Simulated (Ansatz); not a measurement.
Basis sets compared for (NaF)3 ring (Na3F3). Total charge 0; singlet. Geometry PBE-D4/def2-SVP. Ansatz on 4 threads of Arm Neoverse V1 on a shared host; times are rough, and most runs start from earlier orbitals.

Cartesian coordinates in Å:
```
Na 1.089 -1.656 0.315
F 2.062 0.087 -0.090
Na 0.914 1.740 -0.402
F -1.121 1.705 -0.324
Na -2.003 -0.084 0.087
F -0.941 -1.791 0.414
```

```json
{"level": "PBE-D4/def2-SVP", "functions": "87", "energy (Eh)": "-785.6477", "HOMO (eV)": "-5.80", "LUMO (eV)": "-1.07", "wall time": "0.91 s"}
{"level": "PBE0-D4/def2-SVP", "functions": "87", "energy (Eh)": "-785.6920", "HOMO (eV)": "-7.71", "LUMO (eV)": "-0.46", "wall time": "1.1 s"}
```

(1) Estimate the rows for PBE-D4/def2-TZVP (with forces), PBE0-D4/def2-TZVP.

Answers

(1) 
| level | functions | energy (Eh) | HOMO (eV) | LUMO (eV) | wall time |
| --- | --- | --- | --- | --- | --- |
| PBE-D4/def2-TZVP (with forces) | 189 | -786.2026 | -6.17 | -1.09 | 2.2 s |
| PBE0-D4/def2-TZVP | 189 | -786.2402 | -8.07 | -0.50 | 4.8 s |
